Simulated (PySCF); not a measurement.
Consider ethylcyclohexane, `CCC1CCCCC1` (C8H16). Numbering: `[CH3:1][CH2:2][CH:3]1[CH2:4][CH2:5][CH2:6][CH2:7][CH2:8]1` These are map numbers, not IUPAC locants.

These are calculated values, ωB97X-D3(BJ)/ma-def2-SVP in PySCF (grid level 2) at geometries from PBE0-D3(BJ)/def2-SVP. ωB97X-D3(BJ) is ωB97X-V with D3(BJ) in place of VV10. Thermal corrections: GFN2-xTB frequencies, unscaled, ideal gas at 298.15 K and 1 bar, quasi-RRHO entropy. These were taken at the GFN2-xTB minima.

Question: What are the vertical and the adiabatic ionisation energy for forming the radical cation?

Answer: 10.46 eV vertical and 9.63 eV adiabatic, the latter with zero-point energy.

Question: What oxidation potential follows in DMF (IEF-PCM), on the absolute scale?

Answer: In the gas phase ΔG of oxidation is 9.607 eV, and solvation is -2.4 kJ/mol for the parent and -213.6 kJ/mol for the product, so the absolute potential is 7.42 V. The solvent is electrostatics only, on gas-phase structures; the absolute scale refers to an electron at rest in vacuum.

Question: How far is −ε(HOMO) from the vertical value by ΔSCF?

Answer: −ε(HOMO) = 10.66 eV, which is 0.20 eV above the ΔSCF value.

Note: ma-def2-SVP is a small basis, whose errors can reach tens of kJ/mol.
